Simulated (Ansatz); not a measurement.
```tsv
atom	x (Å)	y (Å)	z (Å)
C	0.0000	1.4000	0.0000
C	1.2124	0.7000	0.0000
C	1.2124	-0.7000	0.0000
C	0.0000	-1.4000	0.0000
C	-1.2124	-0.7000	0.0000
C	-1.2124	0.7000	0.0000
C	2.4249	1.4000	0.0000
C	3.6373	0.7000	0.0000
C	3.6373	-0.7000	0.0000
C	2.4249	-1.4000	0.0000
H	0.0000	-2.4850	0.0000
H	-2.1521	-1.2425	0.0000
H	-2.1521	1.2425	0.0000
H	4.5769	1.2425	0.0000
H	4.5769	-1.2425	0.0000
H	2.4249	-2.4850	0.0000
```

Basis set: def2-TZVP (spherical functions). Charge 0, multiplicity 3.

Computed with Ansatz (development build ahead of 0.2.0); each method stands on the lowest determinant of its kind that the runs found. Restricted functionals stand beside restricted open-shell atoms, which can lie above the unrestricted atoms usual in DFT and then raise those values.

The atomization energy at this shape (free ground-state atoms in the same class of orbitals less the molecule, no zero-point energy) of triplet C₁₀H₆:

```
                      method  atomization energy
         PBE0 (unrestricted)       8183.3 kJ/mol
PBE0 (restricted open-shell)       8223.0 kJ/mol
```

What does ωB97X (unrestricted) give?

8007.6 kJ/mol. Caution: another spin multiplicity may lie lower.

The shape needn't be a minimum at these levels.
